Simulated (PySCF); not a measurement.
## Ionisation energy of Pd²⁰⁺ by level of theory

Pd²⁰⁺ [Ar] 3d8 (3F) → Pd²¹⁺ [Ar] 3d7 (4F), as a difference of total energies. Calculation: PySCF 2.14, in an uncontracted even-tempered set (19 s from 2.1 bohr⁻², ratio 2.5; 13 p from 2.7 bohr⁻², ratio 2.5; 8 d from 2.7 bohr⁻², ratio 2.5; 4 f from 13 bohr⁻², ratio 2.7; 3 g from 20 bohr⁻², ratio 2.7); scalar relativity by spin-free X2C-1e. Correlated levels: outer shells: [Ne] frozen; virtual orbitals above 40 to 60 times the deepest correlated orbital energy dropped. The calculations carry no spin-orbit coupling.

```tsv
method	ionisation energy (eV)
UHF	934.57
LDA	936.37
PBE	935.95
PBE0	936.14
r2SCAN	936.79
TPSSh	935.27
B2PLYP	936.04
MP2 (outer shells)	936.17
SCS-MP2 (outer shells)	936.09
```

Question: How much does correlation contribute at MP2 (outer shells)?

Answer: 936.17 − (934.57) = 1.60 eV, measured against UHF.

A first-order spin-orbit estimate (lowest level to lowest level, LS coupling) adds -0.126 eV.

Breit and QED terms and the two-electron picture change are absent.

For comparison: 933 ± 4 eV (theoretical estimate listed by NIST; NIST Atomic Spectra Database, ionization energies).
